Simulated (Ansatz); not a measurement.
Cartesian coordinates in Å:
```
C 0.499 0.785 -1.711
Si -0.586 -0.287 -0.637
C -0.226 0.073 1.171
F -0.392 1.371 1.539
C 0.173 -0.751 2.130
F 0.373 -2.048 1.892
H 0.257 0.642 -2.766
H 0.354 1.840 -1.467
H 1.553 0.540 -1.564
H -0.349 -1.733 -0.866
H -2.021 0.025 -0.875
H 0.365 -0.457 3.156
```

Charge 0, multiplicity 1.

Task: List the B3LYP/def2-TZVPP orbital energies in eV (the Gaussian-basis code of Ansatz). (Best estimate.)

Result: Ansatz gave: Occupied: -1799.04, -672.34, -672.03, -279.30, -278.83, -276.63, -143.59, -98.92, -98.90, -98.88, -33.90, -33.41, -21.20, -19.40, -17.06, -15.33, -14.90, -13.94, -13.35, -12.58, -12.31, -11.52, -11.34, -11.16, -9.44, -9.29, -9.17, -7.20. Lowest empty: -0.56, 0.54, 0.97, 1.22, 1.69, 2.13, 2.28, 2.40.

B3LYP here is the variant with VWN-RPA as its local correlation; programs differ in this.
